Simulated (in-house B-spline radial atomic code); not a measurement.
A run on the niobium ion Nb³⁺ that did not converge. Method: scalar-relativistic (X2C) wB97X, spin-polarised, spherical fractional occupations, Fermi nucleus of rms radius 4.324 fm; computed with an all-electron radial atomic-structure program (B-spline basis).

Command:
```bash
python run_scf.py task.json out
```
Settings (nuclear radius in fm, mass in u):
```
Z                41
configuration    [Ar] 3d9 4s2 4p6 4d3
hamiltonian      x2c
method           wb97x
spin_polarised   True
nucleus          fermi
rms_radius       4.324
atomic_mass      92.90637
speed_of_light   137.035999084
```

First and last ten iterations of the last attempt (damped for 15 steps, keeping 80 % of the old Fock matrix, then DIIS):
```
 iter        energy (Eh)    residual
    1       -3802.273902    4.47e-01
    2       -3807.498083    2.91e-01
    3       -3808.682536    1.90e-01
    4       -3809.263241    1.23e-01
    5       -3809.545176    8.60e-02
    6       -3809.681289    6.17e-02
    7       -3809.746885    4.45e-02
    8       -3809.778554    3.21e-02
    9       -3809.793924    2.33e-02
   10       -3809.801447    1.70e-02
  111       -3809.809113    1.42e-06
  112       -3809.809113    1.50e-06
  113       -3809.809113    2.16e-06
  114       -3809.809113    1.94e-06
  115       -3809.809113    1.39e-06
  116       -3809.809113    3.19e-06
  117       -3809.809113    6.75e-06
  118       -3809.809113    2.52e-06
  119       -3809.809113    8.63e-06
  120       -3809.809113    2.31e-06
 not converged after 120 iterations
```

The smallest residual met was 9.9e-07; the threshold is about 4e-07. Over the last five steps the energy moves by less than 6e-08 hartree, but the orbitals didn't meet the threshold. Run time, properties included: 15 s on 1 thread of Intel(R) Xeon(R) Platinum 8488C, with other jobs on the host.
